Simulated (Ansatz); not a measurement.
## A family of molecules: the atomisation energy (no zero-point term)

Gas-phase molecules, one atom swapped for its congeners: SiH(SH)3; GeH(SH)3; SnH(SH)3. All are singlets with charge 0.

Shapes, held fixed at every level: PBE0-D4/def2-TZVP. Flexible molecules stand in one conformer, not always the lowest. Programs: Ansatz 0.2.0. Values in eV.

```csv
level,SiH(SH)3,SnH(SH)3
HF/def2-SVP,16.99,14.55
SPW92/def2-TZVPP,28.45,25.85
PBE-D4/def2-TZVPP,25.12,22.54
wB97M-V/def2-TZVPP,25.16,22.49
B2PLYP/def2-TZVPP,24.27,21.67
MP2/def2-TZVPP,24.28,21.62
CCSD(T)/def2-TZVPP,24.01,21.60
```

(1) Estimate the column for GeH(SH)3 from its neighbours.

## Answers

(1) The mean of the neighbours at CCSD(T)/def2-TZVPP is 22.80 eV, against 22.77 from the run. All rows: HF/def2-SVP 15.64; SPW92/def2-TZVPP 27.07; PBE-D4/def2-TZVPP 23.66; wB97M-V/def2-TZVPP 23.53; B2PLYP/def2-TZVPP 22.82; MP2/def2-TZVPP 22.94; CCSD(T)/def2-TZVPP 22.77 eV. At CCSD(T)/def2-TZVPP the atomisation energy falls at every step, from 24.01 to 21.60 eV. Every level shows the same order. For atoms past krypton def2 sets carry core potentials with scalar relativity. Relativity is left out for Ge. Outer-core shells of Ge, Sn are correlated, in sets that cover them unevenly. Spin-orbit coupling, which grows down the group, is left out (summed over each molecule's free atoms 0.09, 0.19, 0.38 eV). Coupled cluster in double- or triple-zeta sets underbinds by a few per cent against its basis-set limit.
